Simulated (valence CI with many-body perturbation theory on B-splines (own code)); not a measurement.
**E1 transitions of La25+**

Calculated by relativistic CI+MBPT: four valence electrons over a frozen Dirac-Fock core [Ar] 3d10, a basis of 11 s, 11 p, 9 d, 7 f, 5 g, 2 h, 1 i functions for each j, with the one-electron correlation potential Σ1, the two-electron term Σ2, the three-electron term Σ3, Breit, model QED; selected CI, second order for the rest (own B-spline code, finite nucleus).

No measured spectrum was set against this ion. As an estimate, levels hold to about 250 cm⁻¹ or 0.2 % of their energy and the worst to 1 %, as in measured heavy ions of charge 2 to 7; those with d or f electrons hold less well.

Lines 151 to 200 of 232 in falling wavelength, among levels below 222.82 eV, chosen from the strongest by gf and those to the six lowest levels. Wavelengths and rates use the calculated energies, so an error of 2000 cm⁻¹ moves a line at 114.0 Å by 0.23 % and its rate by three times that or more. Electric multipoles are in the length gauge, E1 and E2 with the static RPA response of the core. Weak lines are less certain than strong ones. Lines between different terms over intervals too small for the method are left out, as are lines whose strength nearly cancels. Where a level lies close to another of its J and parity, the split of strength between their lines is uncertain. The highest levels of a list are the least certain.

Levels are named by their leading jj configuration (3d3/2^4 stands for four electrons in 3d with j = 3/2), which in mixed levels can hold well under half, so a name can repeat and another be missing. Letters in brackets count levels of one name in rising energy.

```csv
λ vac (Å),Upper,Lower,A (s⁻¹),S (a.u.) with core polarisation,S without
114.0,(4s^2 4p3/2 4d5/2) J=1,(4s^2 4p3/2^2) J=0,2.71e+11,5.94e-01,6.37e-01
113.8,(4s 4p1/2 4p3/2 4d3/2) J=1 [e],(4s 4p1/2 4p3/2^2) J=2 [b],2.12e+10,4.63e-02,4.97e-02
113.5,(4s 4p1/2 4p3/2 4d5/2) J=3 [c],(4s 4p1/2 4p3/2^2) J=3,2.04e+10,1.03e-01,1.11e-01
113.3,(4p1/2 4p3/2^3) J=1,(4s 4p1/2^2 4p3/2) J=2,2.73e+09,5.88e-03,6.32e-03
113.0,(4s 4p1/2 4p3/2 4d5/2) J=3 [d],(4s 4p1/2 4p3/2^2) J=3,2.13e+10,1.06e-01,1.14e-01
112.8,(4s 4p1/2 4p3/2 4d5/2) J=2 [e],(4s 4p1/2 4p3/2^2) J=1 [a],7.03e+10,2.49e-01,2.68e-01
112.7,(4s 4p1/2 4p3/2 4d5/2) J=1 [b],(4s 4p1/2 4p3/2^2) J=0,1.70e+10,3.62e-02,3.87e-02
112.7,(4s 4p1/2 4p3/2 4d5/2) J=2 [e],(4s 4p1/2 4p3/2^2) J=2 [b],4.65e+10,1.64e-01,1.76e-01
111.5,(4p1/2 4p3/2^3) J=2,(4s 4p1/2^2 4p3/2) J=2,1.33e+09,4.55e-03,4.87e-03
111.5,(4s 4p1/2 4p3/2 4d3/2) J=1 [e],(4s 4p1/2 4p3/2^2) J=0,8.84e+10,1.81e-01,1.95e-01
111.1,(4s 4p1/2 4p3/2 4d5/2) J=2 [a],(4s 4p1/2^2 4p3/2) J=1,2.39e+10,8.09e-02,8.68e-02
110.9,(4s 4p1/2^2 4d5/2) J=2,(4s 4p1/2^2 4p3/2) J=2,7.15e+06,2.41e-05,2.84e-05
110.2,(4s^2 4p3/2 4d5/2) J=3,(4s^2 4p3/2^2) J=2,3.23e+11,1.49e+00,1.60e+00
109.8,(4s 4p1/2 4p3/2^2) J=1 [b],(4s^2 4p1/2^2) J=0,3.15e+10,6.18e-02,6.65e-02
109.4,(4s 4p3/2^2 4d3/2) J=3,(4s 4p1/2 4p3/2^2) J=2 [b],9.43e+09,4.26e-02,4.58e-02
109.1,(4s 4p1/2 4p3/2 4d3/2) J=3 [a],(4s 4p1/2^2 4p3/2) J=2,1.76e+10,7.89e-02,8.45e-02
109.1,(4s 4p3/2^3) J=1,(4s^2 4p1/2 4p3/2) J=2,3.33e+09,6.41e-03,6.90e-03
109.1,(4s 4p1/2 4p3/2 4d3/2) J=1 [a],(4s 4p1/2^2 4p3/2) J=2,1.44e+09,2.77e-03,2.97e-03
108.9,(4s 4p1/2 4p3/2 4d3/2) J=2 [a],(4s 4p1/2^2 4p3/2) J=2,3.00e+10,9.55e-02,1.03e-01
108.8,(4s 4p3/2^2 4d3/2) J=2,(4s 4p1/2 4p3/2^2) J=2 [b],4.54e+10,1.44e-01,1.55e-01
108.5,(4s 4p1/2 4p3/2 4d5/2) J=3 [c],(4s 4p1/2 4p3/2^2) J=2 [a],4.68e+10,2.07e-01,2.22e-01
108.4,(4s 4p3/2^2 4d3/2) J=1,(4s 4p1/2 4p3/2^2) J=2 [b],3.13e+10,5.90e-02,6.33e-02
108.0,(4s 4p1/2 4p3/2 4d5/2) J=3 [d],(4s 4p1/2 4p3/2^2) J=2 [a],1.45e+11,6.34e-01,6.78e-01
107.9,(4s 4p1/2 4p3/2 4d5/2) J=3 [e],(4s 4p1/2 4p3/2^2) J=3,8.60e+09,3.73e-02,3.99e-02
107.7,(4s^2 4p3/2 4d5/2) J=1,(4s^2 4p3/2^2) J=2,1.63e+08,3.02e-04,3.37e-04
106.6,(4s 4p3/2^3) J=1,(4s^2 4p1/2 4p3/2) J=1,8.62e+10,1.54e-01,1.66e-01
106.5,(4s 4p1/2 4p3/2 4d5/2) J=2 [b],(4s 4p1/2^2 4p3/2) J=1,1.10e+10,3.29e-02,3.52e-02
106.0,(4s 4p1/2 4p3/2 4d3/2) J=1 [c],(4s 4p1/2^2 4p3/2) J=1,9.87e+10,1.74e-01,1.87e-01
105.2,(4s 4p3/2^2 4d5/2) J=4,(4s 4p1/2 4p3/2^2) J=3,3.62e+10,1.87e-01,2.01e-01
105.1,(4s 4p1/2 4p3/2 4d5/2) J=2 [e],(4s 4p1/2 4p3/2^2) J=3,2.48e+10,7.12e-02,7.66e-02
103.3,(4s 4p1/2 4p3/2 4d5/2) J=3 [e],(4s 4p1/2 4p3/2^2) J=2 [a],1.13e+10,4.29e-02,4.59e-02
102.2,(4s 4p3/2^2 4d3/2) J=3,(4s 4p1/2 4p3/2^2) J=3,1.91e+11,7.05e-01,7.57e-01
102.1,(4s 4p1/2 4p3/2 4d5/2) J=2 [a],(4s 4p1/2^2 4p3/2) J=2,5.54e+08,1.46e-03,1.58e-03
101.7,(4s 4p3/2^2 4d3/2) J=2,(4s 4p1/2 4p3/2^2) J=3,5.06e+10,1.31e-01,1.41e-01
101.7,(4s 4p1/2 4p3/2 4d3/2) J=1 [e],(4s 4p1/2 4p3/2^2) J=2 [a],7.94e+10,1.24e-01,1.33e-01
101.6,(4s 4p1/2 4p3/2 4d5/2) J=3 [a],(4s 4p1/2^2 4p3/2) J=2,1.72e+11,6.23e-01,6.68e-01
101.2,(4s^2 4p3/2 4d3/2) J=2,(4s^2 4p1/2 4p3/2) J=2,1.72e+11,4.40e-01,4.73e-01
101.0,(4s 4p1/2 4p3/2 4d3/2) J=1 [d],(4s 4p1/2^2 4p3/2) J=1,1.24e+11,1.90e-01,2.04e-01
100.8,(4s 4p1/2 4p3/2 4d5/2) J=2 [e],(4s 4p1/2 4p3/2^2) J=2 [a],6.75e+10,1.71e-01,1.83e-01
99.39,(4s^2 4p3/2 4d3/2) J=3,(4s^2 4p1/2 4p3/2) J=2,3.38e+11,1.15e+00,1.23e+00
99.15,(4s 4p1/2 4p3/2 4d3/2) J=2 [b],(4s 4p1/2^2 4p3/2) J=2,2.90e+11,6.97e-01,7.48e-01
98.99,(4s^2 4p3/2 4d3/2) J=2,(4s^2 4p1/2 4p3/2) J=1,1.65e+11,3.96e-01,4.26e-01
98.76,(4s 4p1/2 4p3/2 4d5/2) J=3 [b],(4s 4p1/2^2 4p3/2) J=2,7.33e+10,2.44e-01,2.62e-01
98.68,(4s 4p1/2 4p3/2 4d3/2) J=1 [b],(4s 4p1/2^2 4p3/2) J=2,3.41e+11,4.85e-01,5.21e-01
98.52,(4s^2 4p3/2 4d3/2) J=1,(4s^2 4p1/2 4p3/2) J=2,4.87e+10,6.89e-02,7.40e-02
98.31,(4s 4p1/2 4p3/2 4d3/2) J=3 [b],(4s 4p1/2^2 4p3/2) J=2,1.25e+10,4.10e-02,4.40e-02
98.21,(4s 4p1/2 4p3/2 4d5/2) J=2 [b],(4s 4p1/2^2 4p3/2) J=2,6.55e+10,1.53e-01,1.65e-01
98.14,(4s 4p3/2^2 4d3/2) J=3,(4s 4p1/2 4p3/2^2) J=2 [a],1.35e+11,4.42e-01,4.74e-01
97.85,(4s^2 4p3/2 4d3/2) J=0,(4s^2 4p1/2 4p3/2) J=1,2.95e+11,1.36e-01,1.46e-01
97.78,(4s 4p1/2 4p3/2 4d3/2) J=1 [c],(4s 4p1/2^2 4p3/2) J=2,7.07e+09,9.78e-03,1.05e-02
```
